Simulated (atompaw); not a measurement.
## Before and after: PAW (atompaw) potential for titanium (Ti)

```json
{
 "Element": "Ti (Z = 22)",
 "Generator": "atompaw 4.2.0.5",
 "Type": "PAW",
 "Functional": "PBEsol",
 "Relativity": "scalar-relativistic",
 "Frozen core": "[Ar]",
 "Valence charge": "4",
 "Reference configuration": "3d2 4s2 4p0",
 "Partial waves": "4s (bound): rc 3.00 bohr; 4s channel at 2.5 Ry: rc 3.00 bohr; 4p (bound, empty): rc 3.00 bohr; 4p channel at 0.85 Ry: rc 3.00 bohr; 3d (bound): rc 3.00 bohr; 3d channel at 1 Ry: rc 3.00 bohr",
 "Local potential": "troulliermartins scheme with l = 3 at 0 Ry, radius 2.00 bohr",
 "Core correction": "smooth core density matched at 1.85 bohr",
 "Augmentation charge": "besselshape compensation charge, radius 2.45 bohr; PAW radius 3.00 bohr; waves and projectors: custom rrkj vanderbiltortho"
}
```

Change: local potential troulliermartins scheme with l = 3 at 0 Ry, radius 2.70 bohr.

Cutoffs: the cutoffs (Ry, on a coarse ladder) from which the occupation-weighted sum of valence levels, in a spherical-Bessel basis at the reference potential, stays within 10 and 1 mRy of its value at 400 Ry; they do not see the model core or the augmentation charge, which bear on the density cutoff.

What does the change do?

Both files are so soft that the ladder of cutoffs tells neither apart; the bound ghost in s disappears. A state that the projectors do not describe sees the local part alone, so a deeper or shallower local part can create or remove a ghost.

| quantity | base | changed |
| --- | --- | --- |
| cutoff, loose | 10 Ry | 10 Ry |
| cutoff, tight | 12 Ry | 12 Ry |
| loose cutoff by channel (10 mRy a level) | s 6 Ry, d 10 Ry | s 6 Ry, d 8 Ry |
| bound ghosts | s | none |
| s: phases at 3.02 bohr within 0.05 rad from the reference energy up to (Ry; the scan ends near 5) | 3.8 | 2.9 |
| p: phases at 3.02 bohr within 0.05 rad from the reference energy up to (Ry; the scan ends near 5) | 1.8 | 2.5 |
| d: phases at 3.02 bohr within 0.05 rad from the reference energy up to (Ry; the scan ends near 5) | to the end of the scan | 4.5 |
| lowest overlap eigenvalue by channel | s 0.49, p 0.52, d 0.86 | s 0.74, p 0.59, d 0.86 |

 A true bound ghost makes a file unfit for plane-wave use even where its test errors are small: the radial tests pick states by their node count and pass the ghost by. The cutoffs see the waves, projectors and local potential, not the compensation charge or the core.
